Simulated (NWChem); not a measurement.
Species: C3H5ClSi; SMILES C=C=C[SiH2]Cl

```xyz
10

C     -0.2076    -3.2316    -0.4691
C     -0.2784    -2.0735     0.1337
C     -0.3217    -0.8974     0.7124
Si     0.7253     0.5095     0.0917
Cl    -0.4847     2.0542    -0.5862
H      0.5174    -3.9891    -0.1548
H     -0.8780    -3.4759    -1.2993
H     -0.9849    -0.7501     1.5759
H      1.5734     0.0356    -1.0345
H      1.5603     1.0733     1.1896
```
Atoms are numbered in this order, from 1.

Computed with NWChem. All runs use the structure optimised with PBE0/def2-SVP. Level: PBE0/def2-SVP with SMD (1 M gas to 1 M solution), gas-phase geometry. Reactions with the solvent are ignored.

Task: Predict the results for solvent water. Quantities: solvation free energy (kcal/mol); cavity-dispersion-structure term (kcal/mol); dipole in solution (D).

Result: 
- solvation free energy (kcal/mol): 1.2
- cavity-dispersion-structure term (kcal/mol): 4.2
- dipole in solution (D): 2.46
